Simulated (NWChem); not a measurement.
# TaOF3; SMILES [O]=[Ta]([F])([F])[F]

def2 effective core potentials on Ta; no spin-orbit coupling.

Give the equilibrium geometry at PBE0/def2-SVP with def2 effective core potentials on Ta (NWChem) as an XYZ file, with the point group.

point group C3v; any orientation.
```
5

Ta     0.0000     0.0000    -0.0173
O      0.0000     0.0000     1.6891
F      1.6116     0.7882    -0.5583
F     -1.4884     1.0016    -0.5583
F     -0.1232    -1.7898    -0.5583
```
